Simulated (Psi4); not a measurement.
tellurium atom (Te), triplet (core potentials on Te); B3LYP/def2-SVP in Psi4.

Psi4 was given this input:
```
memory 2 GB

molecule mol {
0 3
  Te    0.000000    0.000000    0.000000
}

set basis def2-svp
set reference uks
set basis_guess sto-3g

energy('b3lyp')
print_variables()
```

It wrote (shortened):

```
  //>>>>>>>>>>>>>>>>>>>>>>>>>>>>>>>>>>>//
  //      Guess SCF, STO-3G Basis      //
  //<<<<<<<<<<<<<<<<<<<<<<<<<<<<<<<<<<<//

   => Loading Basis Set <=

    Name: STO-3G
    Role: ORBITAL
    Keyword: BASIS

         ---------------------------------------------------------
                           SCF Castup computation
         ---------------------------------------------------------
                                   SCF
               by Justin Turney, Rob Parrish, Andy Simmonett
                          and Daniel G. A. Smith
                              UKS Reference
         ---------------------------------------------------------

  ==> Geometry <==

    Molecular point group: d2h
    Geometry (in Angstrom), charge = 0, multiplicity = 3:

       Center              X                  Y                   Z               Mass
    ------------   -----------------  -----------------  -----------------  -----------------
         TE           0.000000000000     0.000000000000     0.000000000000   129.906222748000

  Running in d2h symmetry.

  Rotational constants: A = ************  B = ************  C = ************ [cm^-1]
  Rotational constants: A = ************  B = ************  C = ************ [MHz]
  Nuclear repulsion =    0.000000000000000

  Charge       = 0
  Multiplicity = 3
  Electrons    = 52
  Nalpha       = 27
  Nbeta        = 25

  ==> Algorithm <==

  SCF Algorithm Type is DF.
  DIIS enabled.
  MOM disabled.
  Fractional occupation disabled.
  Guess Type is CORE.
  Energy threshold   = 1.00e-06
  Density threshold  = 1.00e-06
  Integral threshold = 1.00e-12

  ==> Primary Basis <==

  Basis Set: STO-3G
    Blend: STO-3G
    Number of shells: 11
    Number of basis functions: 27
    Number of Cartesian functions: 29
    Spherical Harmonics?: true
    Max angular momentum: 2

  ==> DFT Potential <==

   => LibXC <=

    Version 7.1.2
    S. Lehtola, C. Steigemann, M. J. T. Oliveira, and M. A. L. Marques,  SoftwareX 7, 1–5 (2018) (10.1016/j.softx.2017.11.002)

   => Composite Functional: B3LYP <=

    B3LYP Hyb-GGA Exchange-Correlation Functional

    P. J. Stephens, F. J. Devlin, C. F. Chabalowski, and M. J. Frisch,  J. Phys. Chem. 98, 11623 (1994) (10.1021/j100096a001)

    Deriv               =              1
    GGA                 =           TRUE
    Meta                =          FALSE

    Exchange Hybrid     =           TRUE
    MP2 Hybrid          =          FALSE

   => Exchange Functionals <=

    0.0800   Slater exchange
    0.7200         Becke 88

   => Exact (HF) Exchange <=

    0.2000               HF

   => Correlation Functionals <=

    0.1900   Vosko, Wilk & Nusair (VWN5_RPA)
    0.8100   Lee, Yang & Parr

   => LibXC Density Thresholds  <==

    XC_HYB_GGA_XC_B3LYP:  1.00E-15

   => Molecular Quadrature <=

    Radial Scheme          =       TREUTLER
    Pruning Scheme         =           NONE
    Nuclear Scheme         =       TREUTLER

    Blocking Scheme        =         OCTREE
    BS radius alpha        =              1
    Pruning alpha          =              1
    Radial Points          =             75
    Spherical Points       =            302
    Total Points           =          18114
    Total Blocks           =            195
    Max Points             =            256
    Max Functions          =             27
    Weights Tolerance      =       1.00E-15

   => Loading Basis Set <=

    Name: (STO-3G AUX)
    Role: JKFIT
    Keyword: DF_BASIS_SCF

  ==> Integral Setup <==

  SCF_SUBTYPE=INCORE selected. In-core MEM_DF algorithm will be used.
  Using in-core AOs.

  ==> MemDFJK: Density-Fitted J/K Matrices <==

    J tasked:                   Yes
    K tasked:                   Yes
    wK tasked:                   No
    Algorithm:                 Core
    Schwarz Cutoff:           1E-12
    Mask sparsity (%):       0.0000
    Fitting Condition:        1E-10

   => Auxiliary Basis Set <=

  Basis Set: (STO-3G AUX)
    Blend: DEF2-UNIVERSAL-JKFIT
    Number of shells: 46
    Number of basis functions: 218
    Number of Cartesian functions: 309
    Spherical Harmonics?: true
    Max angular momentum: 5

  Minimum eigenvalue in the overlap matrix is 3.3491625154E-01.
  Reciprocal condition number of the overlap matrix is 1.9333744578E-01.
    Using symmetric orthogonalization.

  ==> Pre-Iterations <==

  SCF Guess: Core (One-Electron) Hamiltonian.

   -------------------------------------------------------
    Irrep   Nso     Nmo     Nalpha   Nbeta   Ndocc  Nsocc
   -------------------------------------------------------
     Ag         9       9       9       9       9       0
     B1g        2       2       2       2       2       0
     B2g        2       2       2       2       2       0
     B3g        2       2       2       2       2       0
     Au         0       0       0       0       0       0
     B1u        4       4       4       4       4       0
     B2u        4       4       4       3       3       1
     B3u        4       4       4       3       3       1
   -------------------------------------------------------
    Total      27      27      27      25      25       2
   -------------------------------------------------------

  ==> Iterations <==

                           Total Energy        Delta E     RMS |[F,P]|

   @DF-UKS iter   1: -6672.66347032562953   -6.67266e+03   7.03591e-02 ADIIS/DIIS
   @DF-UKS iter   2: -6672.80648349039529   -1.43013e-01   1.09755e-03 ADIIS/DIIS
   @DF-UKS iter   3: -6672.80652742546772   -4.39351e-05   2.63604e-06 DIIS
   @DF-UKS iter   4: -6672.80652742553320   -6.54836e-11   1.74447e-08 DIIS
  Energy and wave function converged.

  ==> Post-Iterations <==

   Electrons on quadrature grid:
      Nalpha   =   26.9999972353 ; deviation = -2.765e-06
      Nbeta    =   24.9999972353 ; deviation = -2.765e-06
      Ntotal   =   51.9999944706 ; deviation = -5.529e-06

   @Spin Contamination Metric:   0.000000000E+00
   @S^2 Expected:                2.000000000E+00
[...]
    SOCC [     0,    0,    0,    0,    0,    0,    1,    1 ]
    NA   [     9,    2,    2,    2,    0,    4,    4,    4 ]
    NB   [     9,    2,    2,    2,    0,    4,    3,    3 ]

  @DF-UKS Final Energy: -6672.80652742553320

   => Energetics <=

    Nuclear Repulsion Energy =              0.0000000000000000
    One-Electron Energy =               -9033.1775399643229321
    Two-Electron Energy =                2497.9622117055123454
    DFT Exchange-Correlation Energy =    -137.5911991667225323
    Empirical Dispersion Energy =           0.0000000000000000
    VV10 Nonlocal Energy =                  0.0000000000000000
    Total Energy =                      -6672.8065274255332042

  UHF NO Occupations:
  HONO-2 :    9 Ag 2.0000000
  HONO-1 :    4B3u 1.0000000
  HONO-0 :    4B2u 1.0000000

Computation Completed

  //>>>>>>>>>>>>>>>>>>>>>>>>>>>>>>>>>>>//
  //               B3LYP               //
  //<<<<<<<<<<<<<<<<<<<<<<<<<<<<<<<<<<<//

   => Loading Basis Set <=

    Name: DEF2-SVP
    Role: ORBITAL
    Keyword: BASIS

    !!!  WARNING: ECP capability is in beta. Please check occupations closely.  !!!

         ---------------------------------------------------------
                                   SCF
               by Justin Turney, Rob Parrish, Andy Simmonett
                          and Daniel G. A. Smith
                              UKS Reference
         ---------------------------------------------------------

  ==> Geometry <==

    Molecular point group: d2h
    Geometry (in Angstrom), charge = 0, multiplicity = 3:

       Center              X                  Y                   Z               Mass
    ------------   -----------------  -----------------  -----------------  -----------------
         TE           0.000000000000     0.000000000000     0.000000000000   129.906222748000

  Running in d2h symmetry.

  Rotational constants: A = ************  B = ************  C = ************ [cm^-1]
  Rotational constants: A = ************  B = ************  C = ************ [MHz]
  Nuclear repulsion =    0.000000000000000

  Charge       = 0
  Multiplicity = 3
  Electrons    = 24
  Nalpha       = 13
  Nbeta        = 11

  ==> Algorithm <==

  SCF Algorithm Type is DF.
  DIIS enabled.
  MOM disabled.
  Fractional occupation disabled.
  Guess Type is CORE.
  Energy threshold   = 1.00e-06
  Density threshold  = 1.00e-06
  Integral threshold = 1.00e-12

  ==> Primary Basis <==

  Basis Set: DEF2-SVP
    Blend: DEF2-SVP
    Number of shells: 10
    Number of basis functions: 26
    Number of Cartesian functions: 28
    Spherical Harmonics?: true
    Max angular momentum: 2

  Core potential: DEF2-SVP
    Number of shells: 4
    Number of ECP primitives: 18
    Number of ECP core electrons: 28
    Max angular momentum: 3

  ==> DFT Potential <==

   => LibXC <=

    Version 7.1.2
    S. Lehtola, C. Steigemann, M. J. T. Oliveira, and M. A. L. Marques,  SoftwareX 7, 1–5 (2018) (10.1016/j.softx.2017.11.002)

   => Composite Functional: B3LYP <=

    B3LYP Hyb-GGA Exchange-Correlation Functional

    P. J. Stephens, F. J. Devlin, C. F. Chabalowski, and M. J. Frisch,  J. Phys. Chem. 98, 11623 (1994) (10.1021/j100096a001)

    Deriv               =              1
    GGA                 =           TRUE
    Meta                =          FALSE

    Exchange Hybrid     =           TRUE
    MP2 Hybrid          =          FALSE

   => Exchange Functionals <=

    0.0800   Slater exchange
    0.7200         Becke 88

   => Exact (HF) Exchange <=

    0.2000               HF

   => Correlation Functionals <=

    0.1900   Vosko, Wilk & Nusair (VWN5_RPA)
    0.8100   Lee, Yang & Parr

   => LibXC Density Thresholds  <==

    XC_HYB_GGA_XC_B3LYP:  1.00E-15

   => Molecular Quadrature <=

    Radial Scheme          =       TREUTLER
    Pruning Scheme         =           NONE
    Nuclear Scheme         =       TREUTLER

    Blocking Scheme        =         OCTREE
    BS radius alpha        =              1
    Pruning alpha          =              1
    Radial Points          =             75
    Spherical Points       =            302
    Total Points           =          19624
    Total Blocks           =            213
    Max Points             =            251
    Max Functions          =             26
    Weights Tolerance      =       1.00E-15

   => Loading Basis Set <=

    Name: (DEF2-SVP AUX)
    Role: JKFIT
    Keyword: DF_BASIS_SCF

  Computing basis projection from STO-3G to DEF2-SVP

Traceback (most recent call last):
  File "psi4", line 375, in <module>
  File "<string>", line 23, in <module>
  File "site-packages/psi4/driver/driver.py", line 533, in energy
  File "site-packages/psi4/driver/procrouting/proc.py", line 2760, in run_scf
  File "site-packages/psi4/driver/procrouting/proc.py", line 1992, in scf_helper

psi4.driver.p4util.exceptions.ValidationError: Projecting from basis (STO-3G) with (0) ECP electrons to basis (DEF2-SVP) with (28) ECP electrons will be a disaster. Select a compatible cast-up basis with `set guess_basis YOUR_BASIS_HERE`.

Printing out the relevant lines from the Psithon --> Python processed input file:
    ""","mol")
    core.IO.set_default_namespace("mol")
    core.set_global_option("BASIS", "def2-svp")
    core.set_global_option("REFERENCE", "uks")
    core.set_global_option("BASIS_GUESS", "sto-3g")
--> energy('b3lyp')
    print_variables()

!----------------------------------------------------------------------------------!
!                                                                                  !
!  Projecting from basis (STO-3G) with (0) ECP electrons to basis (DEF2-SVP) with  !
!     (28) ECP electrons will be a disaster. Select a compatible cast-up basis     !
!     with `set guess_basis YOUR_BASIS_HERE`.                                      !
!                                                                                  !
!----------------------------------------------------------------------------------!
```

The program stopped with an error.
